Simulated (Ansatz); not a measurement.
Molecule: fluoro(triiodo)germane, sum formula GeI3F, net charge 0, singlet state. 
Geometry from a B3LYP-D3(BJ)/def2-TZVP (Ansatz, a quantum-chemistry and plane-wave program) optimisation:
SMILES: [Ge]([I])([I])([F])[I]
```xyz
5

F      0.0793    -0.0968     2.2189
Ge     0.0172    -0.0210     0.4816
I      2.1808    -0.9912    -0.3445
I     -1.9724    -1.3861    -0.2132
I     -0.2323     2.4064    -0.1099
```

Basis-set convergence of Hartree-Fock and CCSD(T) correlation energies (hartree) with Ansatz. Valence correlation only, unless marked. Spin-orbit coupling is left out. Frozen are the shells of the preceding noble gas and the d and f shells that filled before the atom's block. Past Kr the def2 sets carry scalar-relativistic core potentials.

| basis | functions | E(HF) | E(corr, CCSD(T)) |
|---|---|---|---|
| def2-SVP | 124 | -3064.57306 | -0.60838 |
| def2-TZVPP | 229 | -3065.00175 | -0.83868 |
| def2-QZVPP | 392 | -3065.05211 | -0.93274 |

Extrapolating the two largest sets (X = 3 and 4) as X^-3: E(corr) = (64·(-0.93274) - 27·(-0.83868))/37 = -1.0014 Eh, an estimate of the basis-set limit. The largest set recovers 93.1 % of it, the smallest 60.8 %.
